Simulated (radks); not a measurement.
The numbers below are computed, except where a source is named.
A nucleus of charge 75.3 with 75 electrons, configuration [Xe] 4f14 5d5 6s2.

Code: a radial shooting solver on a logarithmic mesh with Libxc functionals. Model: Dirac Kohn-Sham, PBE, spin-unpolarised, spherical densities, finite nucleus; open shells fill j = l - 1/2 first; Fermi nuclear charge, rms radius 5.3698 fm.

Energy parts (eV):
part                       energy
total                  -459403.97
kinetic                 519838.23
electron-nucleus      -1149432.91
Hartree                 179311.02
exchange-correlation     -9120.31

Orbitals (lengths in bohr, moments of r in powers of bohr; r(90%) holds 90 % of the orbital's charge):
orbital  occ.  eigenvalue (eV)  r(90%)
1s1/2       2        -72191.13  0.0327
2s1/2       2        -12527.27   0.118
2p1/2       2        -11991.63   0.103
2p3/2       4        -10525.06   0.114
3s1/2       2        -2906.544   0.288
3p1/2       2        -2666.687   0.280
3p3/2       4        -2347.799   0.301
3d3/2       4        -1944.354   0.273
3d5/2       6        -1875.172   0.279
4s1/2       2        -610.5482   0.629
4p1/2       2        -510.1879   0.643
4p3/2       4        -435.6471   0.691
4d3/2       4        -270.7008   0.734
4d5/2       6        -256.9169   0.751
4f5/2       6         -49.0022   0.933
4f7/2       8         -46.4050   0.948
5s1/2       2         -89.4431    1.47
5p1/2       2         -58.9255    1.64
5p3/2       4         -47.5842    1.79
5d3/2       4          -8.6777    2.88
5d5/2       1          -7.7264    3.02
6s1/2       2          -8.1275    4.38

The highest occupied level is 5d5/2 at -7.726 eV. The electron density at the nucleus is 1.586e+06 e/bohr^3. The density falls to 0.001 e/bohr^3 at r = 4.56 bohr.
